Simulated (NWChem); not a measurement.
## Correlation energy of HAl

```
Al
H 1 1.6842
```
Charge 0, spin multiplicity 1.

All runs are NWChem calculations. All single points use one geometry, from PBE/def2-SVP, a minimum by its harmonic frequencies.

Basis set: cc-pVDZ. Each correlation energy counts from its own Hartree-Fock reference.

The correlated methods keep 5 core orbitals frozen. The structure started from a generated list of species. Coupled-cluster values serve here as a point of comparison, not as the truth.

**Question.** For the correlation energy, RI-MP2 gives -51.7 mHa and CR-CCSD[T] gives -74.6 mHa. What do SCS-MP2 give?

**Answer.** SCS-MP2: -59.9 mHa.
